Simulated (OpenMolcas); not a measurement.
**Computed transition rates of Nd3+**

```json
{
  "Program": "OpenMolcas 26.06",
  "Method": "CASSCF",
  "Basis": "ANO-RCC-VQZP [9s8p6d4f3g2h]",
  "Scalar Hamiltonian": "X2C, point nucleus",
  "Active space": "3 electrons in 7 orbitals (4f)",
  "State averaging": "2S+1 = 4 odd, 30 roots; 2S+1 = 2 odd, 43 roots kept (CI in the orbitals of an earlier block)",
  "Spin-orbit coupling": "state interaction with AMFI integrals over the reference wave functions, term energies averaged over their components"
}
```

Rates come from the transition moments of the reference wave functions (E1 and E2 in the length form). At fixed line strength A goes as λ^-3 for E1 and M1 and as λ^-5 for E2, so a rate at the computed wavelength can be rescaled to the measured one. Measured vacuum wavelengths follow from level energies in the list in Arab et al., J. Quant. Spectrosc. Radiat. Transfer 229, 145 (2019) and Gaigalas et al. (2019), from Wyart et al. (2007). Branching counts decays inside the model space alone, at computed energies, and the table is only a selection of the E2 and M1 lines, drawn from those between levels with measured partners whose computed energy lies within a factor of 1.5 of the measured one.

```
       Upper         Lower  Type  λ computed (nm)  λ measured (nm)  A computed (s-1)  A rescaled (s-1)  Branching %
 4f3 4F* 7/2   4f3 4F* 5/2    M1             9779            10290          4.22e-02          3.62e-02         55.5
 4f3 4F* 5/2   4f3 4F* 3/2    M1             9276             9529          5.26e-02          4.85e-02        100.0
 4f3 4G* 7/2   4f3 4G* 5/2    M1             7057             5454          1.14e-01          2.47e-01         17.9
 4f3 4S* 3/2   4f3 4F* 3/2    M1             5080             4776          4.67e-03                           97.1
4f3 4I* 11/2   4f3 4I* 9/2    M1             5007             5271          3.38e-01          2.90e-01        100.0
4f3 4I* 13/2  4f3 4I* 11/2    M1             4626             4974          4.91e-01          3.95e-01        100.0
4f3 4I* 15/2  4f3 4I* 13/2    M1             4423             4805          3.74e-01          2.92e-01        100.0
 4f3 4F* 9/2   4f3 2H* 9/2    M1             3057             4557          2.60e-01                           38.2
4f3 2H* 11/2   4f3 2H* 9/2    M1             2934             2975          4.09e-01          3.92e-01         15.3
 4f3 2G* 7/2   4f3 4F* 7/2    M1             2472             2541          2.39e-01                           21.9
 4f3 2G* 7/2   4f3 4F* 5/2    M1             1973             2038          4.30e-01                           39.3
 4f3 2G* 7/2   4f3 2H* 9/2    M1             1609             2060          3.54e-01                           32.4
 4f3 4G* 7/2   4f3 2H* 9/2    M1             1014             1484          1.27e-01                           20.0
 4f3 2H* 9/2  4f3 4I* 11/2    M1              723            917.2          1.36e+00                           40.5
4f3 2H* 11/2  4f3 4I* 13/2    M1            663.2            816.1          1.59e+00                           59.6
 4f3 2H* 9/2   4f3 4I* 9/2    M1            631.8            781.2          2.00e+00                           59.5
 4f3 4F* 9/2  4f3 4I* 11/2    M1            584.7            763.5          2.06e-01                           30.3
4f3 2H* 11/2  4f3 4I* 11/2    M1              580              701          6.48e-01                           24.3
 4f3 4F* 9/2   4f3 4I* 9/2    M1            523.6            666.9          1.83e-01                           27.0
4f3 2K* 13/2  4f3 4I* 13/2    M1            498.4            621.2          8.42e-01                           37.4
4f3 2K* 15/2  4f3 4I* 15/2    M1              494            622.8          2.27e+00                           57.8
4f3 2K* 13/2  4f3 4I* 11/2    M1            449.9            552.2          1.39e+00                           61.9
4f3 2K* 15/2  4f3 4I* 13/2    M1            444.4            551.4          1.48e+00                           37.5
 4f3 4G* 7/2  4f3 4I* 11/2    E2            422.1            566.8          2.27e-01          5.20e-02         35.6
 4f3 4G* 5/2   4f3 4I* 9/2    E2              412            564.7          3.07e-01          6.35e-02         80.6
```

Spin-changing lines and M1 lines between different terms are not rescaled, since their strength hangs on the term gaps too.

The largest correction is for 4f3 4G* 5/2 → 4f3 4I* 9/2 (E2): 3.07e-01 × (412 / 564.7)^5 = 6.35e-02 s-1, a factor of 0.21.

The computed rate and branching of 4f3 4I* 11/2 → 4f3 4I* 9/2 give the upper level a radiative lifetime of 1.000 / 3.38e-01 s-1 = 2.96e+00 s, counting decays inside the model space alone. The rescaled rate gives about 3.5e+00 s.

The computed order of these levels differs from the measured one in 3 places, and where term gaps are wrong the rates of spin-changing lines can be off by large factors.

These are rates of the free ion; in crystals, glasses and complexes forced electric-dipole and non-radiative decay shorten such lifetimes by orders of magnitude. No measured rate stands beside these. Rescaling mends the energy factor alone: line strengths can still be far off where a level mixes with configurations outside the active space, and weak or spin-changing lines hang on small mixing coefficients that depend on the term gaps too, so rescaling need not improve them.

High states are left out of the spin-orbit mixing, which shifts the levels that they would mix with. Without dynamic correlation excited terms often stand tens of per cent too high (terms of higher spin than the ground term too low), and those without a measured partner can miss by more than the paired ones. Some levels mix across a computed gap that differs much from the measured one, so their mixing is not that of the real levels. Terms from blocks run as CI alone lack orbitals of their own. Computed and measured levels are paired by configuration, term and J; levels that our copy of the source lacks, or whose pairing is in doubt (as where it misses far off the trend of its configuration), stay unpaired. Levels of configurations outside the active space are missing.

* marks odd parity.
